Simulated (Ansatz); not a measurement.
Abridged output of a molecular run in Ansatz:

```
Functional definition: HF
1556 factors; integrals over basis functions are off by at most 1.2e-3 eV
mean field evaluation 1: about -132713.3504 eV, gradient 3.9e1 eV
mean field evaluation 2: about -132713.3550 eV, gradient 3.9e1 eV
mean field evaluation 4: about -132717.0415 eV, gradient 3.6e0 eV
mean field evaluation 8: about -132717.0825 eV, gradient 1.1e-4 eV
mean field -132717.08250936 eV, -4877.2628233495 hartree, gradient 1.8e-6 eV, S^2 0.000000; 0 other end points of the search recorded, 0 dependent functions left out
30 core orbitals not correlated: weight in the atoms' cores, before any rotation towards them, 1.000 or more for the frozen orbitals, at most 0.000 for the correlated occupied ones
reference -132717.08250936 eV, -4877.2628233495 hartree; 28, 28 occupied and 100, 100 virtual orbitals, 1556 factors
second order -28.53498410 eV of doubles, -0.00000000 eV of singles
cycle   1  -28.44008766 eV  change    9.5e-2 eV  update   1.2e-1
cycle   2  -29.26130910 eV  change   -8.2e-1 eV  update   3.7e-2
cycle   3  -29.39219197 eV  change   -1.3e-1 eV  update   1.7e-2
cycle   4  -29.38626541 eV  change    5.9e-3 eV  update   3.3e-3
cycle   5  -29.38487368 eV  change    1.4e-3 eV  update   1.1e-3
cycle   6  -29.38494145 eV  change   -6.8e-5 eV  update   2.7e-4
cycle   7  -29.38484962 eV  change    9.2e-5 eV  update   9.2e-5
cycle   8  -29.38484823 eV  change    1.4e-6 eV  update   2.6e-5
perturbative correction -0.83116976 eV, -0.0305449254 hartree
Total energy: -132747.29852736 eV, -4878.3732415297 hartree
```

Its atoms:

```xyz
12

Cl    0.900   -2.249   -1.765
Ga    0.228   -1.442    0.133
N    -1.322   -0.245   -0.278
Ga   -0.317    1.416    0.208
Cl   -0.008    2.508   -1.641
N     1.280    0.233    0.440
H     0.050   -2.352    1.384
H    -1.561   -0.265   -1.264
H    -2.173   -0.421    0.244
H    -0.806    2.133    1.501
H     1.968    0.383   -0.291
H     1.761    0.301    1.328
```

Which basis set was used?
A. def2-SVP
B. cc-pV(Q+d)Z
C. def2-SVPD
D. def2-TZVPP

A. It gives 158 functions.

Write the keys of the input that set method, charge and spin (a neutral closed shell needs none for the last two).


```yaml
correlation: {method: ccsd_t}
```
